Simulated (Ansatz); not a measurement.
Program: Ansatz. Geometries: PBE0-D4/def2-TZVP. ΔE: electronic, gas phase. CCSD(T)/CBS adds triple-zeta CCSD(T) − MP2 to the extrapolated MP2 energy (def2 sets, frozen cores). DFT in def2-TZVPP. B3LYP here is the variant with VWN-RPA as its local correlation; programs differ in this. Elements past krypton have def2 core potentials. For Ge, In outer-core shells are correlated without core-valence functions, which leaves a few kJ/mol of doubt a bond. Scalar relativity is left out up to krypton. One conformer a species, not always the lowest.

Reaction (ligand exchange at the Si–C bond): `N[CH]([SiH3])[GeH3]` + `[OH][In]([Cl])[O][SiH3]` → `[SiH3][O][In]([Cl])[O][SiH3]` + `N[CH2][GeH3]`

CCSD(T)/CBS gives -104.6 kJ/mol.

Q: Another level gave -90.6 kJ/mol. Which?
A. r2SCAN/def2-TZVPP
B. HF/def2-TZVPP
C. PBE/def2-TZVPP
D. B3LYP/def2-TZVPP

A: C. PBE -90.6, r2SCAN -102.5, B3LYP -112.2, HF/def2-TZVPP -139.3 kJ/mol.

Largest T1 diagnostic among the species: 0.015.

In def2-TZVPP, CCSD(T) changes the Hartree–Fock value by +32.8 kJ/mol (the triples alone add +5.0 kJ/mol) and MP2 by +32.8 kJ/mol. The D4 term adds +5.7 kJ/mol with B3LYP and +2.8 kJ/mol with PBE0; it sums over pairs of atoms, weighted by their polarisabilities, and B3LYP, whose exchange is more repulsive, gets the larger term. From PBE to PBE0 (25 % exact exchange), in def2-TZVPP and without D4, ΔE moves by −8.2 kJ/mol.
